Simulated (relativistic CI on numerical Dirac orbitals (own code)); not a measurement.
Method of calculation: Dirac-Coulomb-Breit CI, orbitals from a KLI potential per configuration, a model potential for QED, unscaled Slater integrals (own radial code, finite nucleus).

CI space (outside the closed core 1s2): 2s2 2p6, 2s2 2p5 3s, 2s2 2p5 3p, 2s2 2p5 3d, 2s 2p6 3s, 2s 2p6 3p, 2s 2p6 3d, 2s2 2p5 4s, 2s2 2p5 4p, 2s2 2p5 4d, 2s2 2p5 4f, 2s 2p6 4s, 2s 2p6 4p, 2s2 2p4 3s2, 2s 2p6 4d, 2s2 2p5 5s, 2s 2p6 4f, 2s2 2p5 5p, 2s2 2p5 5d, 2s2 2p4 3s 3p, 2s2 2p5 5f, 2s2 2p5 5g, 2s2 2p4 3p2, 2s2 2p4 3s 3d, 2s2 2p4 3p 3d, 2s 2p5 3s2, 2s 2p5 3s 3p, 2s2 2p4 3d2, 2s 2p6 5s, 2s 2p6 5p, 2s 2p6 5d, 2s 2p5 3p2, 2s 2p6 5f, 2s 2p5 3s 3d, 2s 2p6 5g, 2s 2p5 3p 3d. Levels of other configurations are missing.

At this charge energies of transitions that change n are usually good to better than 1 %, and those within a shell (Δn = 0) to a few per cent.

Outline of the computed level scheme of Kr XXVII. Lowest level of each configuration: 2s2 2p6 1S_0 at 0.00 eV; 2s2 2p5 3s 3P°_2 at 1648.34 eV; 2s2 2p5 3p 3S_1 at 1699.67 eV; 2s2 2p5 3d 3P°_0 at 1778.57 eV; 2s 2p6 3s 3S_1 at 1889.23 eV; 2s 2p6 3p 3P°_0 at 1942.38 eV; 2s 2p6 3d 3D_1 at 2022.24 eV; 2s2 2p5 4s 3P°_2 at 2235.69 eV; 2s2 2p5 4p 3S_1 at 2257.01 eV.

Some strong electric-dipole decays among the lowest 45 levels: 2s2 2p5 3d 1P°_1 → 2s2 2p6 1S_0 (9.5e+13 s⁻¹); 2s2 2p5 3d 3D°_1 → 2s2 2p6 1S_0 (7.2e+13 s⁻¹); 2s 2p6 3p 1P°_1 → 2s2 2p6 1S_0 (1.7e+13 s⁻¹); 2s2 2p5 3s 1P°_1 → 2s2 2p6 1S_0 (5.5e+12 s⁻¹); 2s 2p6 3p 3P°_1 → 2s2 2p6 1S_0 (5.0e+12 s⁻¹); 2s2 2p5 3s 3P°_1 → 2s2 2p6 1S_0 (3.7e+12 s⁻¹); 2s2 2p5 4s 1P°_1 → 2s2 2p6 1S_0 (1.9e+12 s⁻¹); 2s2 2p5 4p 3S_1 → 2s2 2p5 3s 3P°_2 (1.6e+12 s⁻¹).

LS names give the leading component of a level, which can be under half, so a name can repeat, a term be missing and a line seem to break the LS rules.
